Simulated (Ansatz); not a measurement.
Stepwise reaction of `CO[Si]OC` with ammonia, as a gas-phase model of exchange steps in deposition or etching. ΔE in kJ/mol; ΔG adds harmonic PBE0-D4 terms to CCSD(T)/CBS, at 1 bar.

Calculated with Ansatz (gas phase, PBE0-D4/def2-TZVP geometries, no zero-point term in ΔE). CCSD(T)/CBS adds triple-zeta CCSD(T) − MP2 to the extrapolated MP2 energy (def2 sets, frozen cores). This one scheme is used for every species. DFT in def2-TZVPP. B3LYP here is the variant with VWN-RPA as its local correlation; programs differ in this. One conformer a species, not always the lowest.

| step | reaction | PBE-D4 | B3LYP-D4 | ωB97M-V | CCSD(T)/CBS | ΔG(500 K) |
| --- | --- | --- | --- | --- | --- | --- |
| 2 | `CO[Si]N` + NH₃ → `N[Si]N` + CH₃OH | 41.3 | 44.7 | 43.7 | 43.5 | 39.6 |

Give the row of step 1, `CO[Si]OC` + NH₃ → `CO[Si]N` + CH₃OH. (Best estimate.)

Computed: 
| step | reaction | PBE-D4 | B3LYP-D4 | ωB97M-V | CCSD(T)/CBS | ΔG(500 K) |
| --- | --- | --- | --- | --- | --- | --- |
| 1 | `CO[Si]OC` + NH₃ → `CO[Si]N` + CH₃OH | 29.9 | 35.8 | 31.5 | 30.0 | 26.0 |

By hand: ΔE of the 2 steps together at CCSD(T)/CBS.

(30.0) + (43.5) = 73.5 kJ/mol, or 36.8 kJ/mol a step.

In ΔE each step is higher than the one before. All are uphill at CCSD(T)/CBS. ΔG lies between 26.0 and 39.6 kJ/mol a step. PBE-D4 differs from CCSD(T)/CBS by -2.2 to -0.1 kJ/mol a step. Isolated molecules leave out the surface, adducts and barriers. Largest T1 diagnostic: 0.014.
